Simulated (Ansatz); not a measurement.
Program: Ansatz. Geometries: PBE0-D4/def2-TZVP. ΔE: electronic, gas phase. CCSD(T)/CBS adds triple-zeta CCSD(T) − MP2 to the extrapolated MP2 energy (def2 sets, frozen cores). Functionals use def2-TZVPP. B3LYP here is the variant with VWN-RPA as its local correlation; programs differ in this. For Ge outer-core shells are correlated without core-valence functions, which leaves a few kJ/mol of doubt a bond. Scalar relativity is left out up to krypton. Each species was taken in one conformer, which may not be the lowest.

Reaction (redistribution): `C[O][Al]([OH])[SH]` + `C[O][Ge][OH]` → `C[O][Al]([OH])[OH]` + `C[O][Ge][SH]`

`C[O][Al]([OH])[SH]`:

Z-matrix (Å, degrees):
```
C
O 1 1.397
H 1 1.095 2 110.0
H 1 1.095 2 110.0 3 118.9
H 1 1.097 2 112.7 3 -120.6
Al 2 1.673 1 135.4 3 119.5
S 6 2.183 2 118.3 1 0.2
O 6 1.685 2 117.7 1 -179.8
H 7 1.344 6 93.7 2 179.9
H 8 0.954 6 124.7 2 180.0
```

`C[O][Ge][OH]`:

Z-matrix (Å, degrees):
```
C
O 1 1.412
H 1 1.094 2 109.1
H 1 1.092 2 112.3 3 121.0
H 1 1.094 2 109.1 3 -118.0
Ge 2 1.769 1 128.1 3 -120.1
O 6 1.800 2 97.8 1 0.0
H 7 0.961 6 112.9 2 -179.9
```

`C[O][Al]([OH])[OH]`:

Z-matrix (Å, degrees):
```
C
O 1 1.399
H 1 1.095 2 110.0
H 1 1.096 2 112.5 3 -120.6
H 1 1.095 2 110.0 3 118.7
Al 2 1.678 1 134.3 3 120.6
O 6 1.689 2 119.4 1 -0.0
O 6 1.689 2 120.5 1 180.0
H 7 0.955 6 122.5 2 -180.0
H 8 0.955 6 122.3 2 -0.0
```

`C[O][Ge][SH]`:

Cartesian coordinates in Å:
```
C -0.702 0.642 -0.369
O -0.688 0.308 0.994
Ge 0.384 -0.760 1.929
S 1.832 -1.534 0.365
H 0.229 1.133 -0.676
H -0.858 -0.240 -1.001
H -1.527 1.337 -0.543
H 1.331 -0.887 -0.700
```

(1) Is it downhill or uphill in electronic energy at CCSD(T)/CBS, and by how much? (Estimate.)

(2) What do these levels give: r2SCAN-D4, PBE0-D4, B2PLYP, PBE, r2SCAN, PBE0, B3LYP, MP2/def2-TZVPP, SCS-MP2/def2-TZVPP, CCSD(T)/def2-TZVPP, MP2/CBS(def2), CCSD/CBS(def2)? (Best estimate.)

Largest T1 diagnostic among the species: 0.015.

## Answers

(1) The calculation gave: Downhill: ΔE = -25.6 kJ/mol.

(2) The calculation gave: r2SCAN-D4 -26.7, PBE0-D4 -27.0, B2PLYP -27.7, PBE -26.7, r2SCAN -26.6, PBE0 -26.2, B3LYP -30.3, MP2/def2-TZVPP -25.1, SCS-MP2/def2-TZVPP -24.2, CCSD(T)/def2-TZVPP -25.0, MP2/CBS(def2) -25.7, CCSD/CBS(def2) -25.6 kJ/mol.
